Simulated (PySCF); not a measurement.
Compound: C5H10OSi.
Numbering: `[CH3:1][C:2]#[C:3][Si@@H:4]([OH:5])[CH2:6][CH3:7]` (hydrogens: H8, H9, H10 on C1; H11 on Si4; H12 on O5; H13, H14 on C6; H15, H16, H17 on C7)

Geometry (PBE0-D3(BJ)/def2-SVP, Å), atoms numbered from 1 in this order:
```
atom  x, y, z in Å
C1     3.3489    0.6442   -0.3682
C2     2.0304    0.0437   -0.2884
C3     0.9214   -0.4612   -0.2263
Si4   -0.7534   -1.2053   -0.1243
O5    -0.8892   -2.0886    1.2868
C6    -2.0706    0.1158   -0.0530
C7    -1.9218    1.0678    1.1304
H8     4.0672    0.1052    0.2692
H9     3.7308    0.6218   -1.4009
H10    3.3261    1.6944   -0.0379
H11   -0.9325   -2.0802   -1.3241
H12   -0.1475   -2.6619    1.4994
H13   -3.0485   -0.3964   -0.0251
H14   -2.0422    0.6644   -1.0108
H15   -1.9789    0.5225    2.0847
H16   -0.9497    1.5851    1.1067
H17   -2.7091    1.8378    1.1361
```

Computed with core-valence-separated Tamm–Dancoff BHandHLYP/aug-pcX-1 (pcseg-1 on H, def2-SVPD on Si) in PySCF, non-relativistic, gas phase, PBE0-D3(BJ)/def2-SVP geometry. Absolute energies from this functional tend to lie a few eV below measured edges; no shift was applied.

The lowest roots of each edge with f over 0.003 (five at most, numbered afresh; weaker and dark ones are left out), with transition dipoles (au) in the frame of the coordinates:

| root | edge | E (eV) | f | μx | μy | μz |
| --- | --- | --- | --- | --- | --- | --- |
| 1 | C | 282.87 | 0.0459 | -0.0249 | 0.0472 | -0.0615 |
| 2 | C | 282.92 | 0.0492 | -0.0241 | 0.0589 | 0.0552 |
| 3 | C | 283.29 | 0.0578 | -0.0307 | 0.0594 | -0.0621 |
| 4 | C | 283.49 | 0.0586 | -0.0227 | 0.0585 | 0.0670 |
| 5 | C | 285.23 | 0.0106 | -0.0217 | -0.0074 | -0.0316 |
| 6 | O | 531.71 | 0.0166 | -0.0309 | 0.0171 | 0.0053 |
| 7 | O | 533.37 | 0.0258 | -0.0046 | 0.0264 | -0.0355 |
| 8 | O | 533.79 | 0.0059 | 0.0129 | -0.0147 | -0.0083 |
| 9 | O | 534.29 | 0.0095 | -0.0164 | -0.0191 | -0.0094 |
| 10 | O | 534.63 | 0.0076 | 0.0212 | 0.0062 | 0.0094 |

Molecules are fixed in this frame and the field points along (1, 1, 0)/√2. What effective strengths 3 f cos²θ do the roots have (θ between field and μ)?

root 1 (C3): 0.005, root 2 (C3): 0.013, root 3 (C2): 0.009, root 4 (C2): 0.013, root 5 (C6): 0.009, root 6 (O5): 0.004, root 7 (O5): 0.009, root 8 (O5): 0.000, root 9 (O5): 0.025, root 10 (O5): 0.015. Root 9 is the strongest. Averaged over all orientations cos²θ is 1/3, which gives f back.

The run took 34 s on one thread, Arm Neoverse V2 (aarch64), on a shared host, and the process peaked at 1.1 GiB of memory.

One conformer stands for the species.
